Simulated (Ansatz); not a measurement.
```xyz
3

S     0.0441   -0.0234   -0.1015
H     0.0250    0.9945    0.7955
H     0.0350   -0.9930    0.8606
```

Basis set: def2-TZVP (spherical functions). Frozen core: 5 orbitals. Charge 0, multiplicity 1.

Computed with Ansatz (development build ahead of 0.2.0); each method stands on the lowest determinant of its kind that the runs found. Restricted open shells among the atoms or ions are ROHF, correlated in semicanonical orbitals with singles.

The atomization energy at this shape (free ground-state atoms in the same class of orbitals less the molecule, no zero-point energy) of singlet H₂S:

```
 method  atomization energy
RHF-MP2        709.8 kJ/mol
```

Q: What does RHF give?

A: 550.7 kJ/mol.
